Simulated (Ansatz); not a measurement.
C₂H₄Se, SMILES `CC=[Se]` from Hartree–Fock to CCSD(T)

```xyz
7

C     0.377   -0.187    0.542
C    -0.346    0.234   -0.677
Se   -2.084    0.290   -0.887
H     1.028    0.626    0.887
H     1.044   -1.025    0.307
H    -0.303   -0.475    1.342
H     0.285    0.535   -1.515
```

Total charge 0; spin multiplicity 1. Correlated methods include outer-core shells of Se, which these sets cover unevenly. Scalar relativity is left out up to krypton. Geometry: relaxed with PBE0-D4/def2-TZVP. Frozen core, restricted reference, the Gaussian-basis code of Ansatz.

```tsv
basis	HF (Eh)	MP2 corr.	CCSD corr.	(T)	CCSD(T) total
def2-SVP	-2477.51988	-0.51357	-0.53923	-0.01881	-2478.07792
def2-TZVPP	-2477.90519	-0.60794	-0.63033	-0.02817	-2478.56369
def2-QZVPP	-2477.95626	-0.93204	–	–	–
```
